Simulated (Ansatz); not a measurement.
[Cu(H2O)4]2+ (CuO₄H₈²⁺) was relaxed with r2SCAN-D4 (def2-SVP) in Ansatz in these states: charge +1 singlet, charge +2 doublet. The geometries follow in no particular order.

A:

```xyz
13

Cu    0.210    0.539   -0.071
O    -1.096    0.189    3.546
H    -1.145   -0.604    4.097
H    -1.518    0.892    4.059
O     0.689    0.473    1.724
H     0.012    0.387    2.466
H     1.475    0.915    2.072
O     0.639   -1.303   -3.398
H     0.063   -1.964   -3.808
H     1.411   -1.234   -3.978
O    -0.303    0.527   -1.859
H     0.067   -0.154   -2.504
H    -0.504    1.337   -2.346
```

B:

```
atom   x (Å)   y (Å)   z (Å)
 Cu1   0.001   0.006   0.014
  O2  -0.862   1.570  -0.787
  H3  -0.506   2.046  -1.560
  H4  -1.532   2.140  -0.367
  O5  -1.759  -0.747   0.414
  H6  -2.546  -0.616  -0.147
  H7  -2.055  -1.114   1.268
  O8   0.857  -1.625   0.671
  H9   0.464  -2.514   0.584
 H10   1.574  -1.678   1.330
 O11   1.758   0.731  -0.447
 H12   2.508   0.186  -0.750
 H13   2.100   1.616  -0.221
```

Problem. Judge from the bond lengths which geometry belongs to which state (an estimate).

Solution. A is the charge +1 singlet (Cu1–O2 3.861 Å, Cu1–O8 3.827 Å, Cu1–O5 1.859 Å); B is the charge +2 doublet (Cu1–O2 1.957 Å, Cu1–O8 1.957 Å, Cu1–O5 1.956 Å).

The charge +1 singlet has come apart into loosely held pieces.
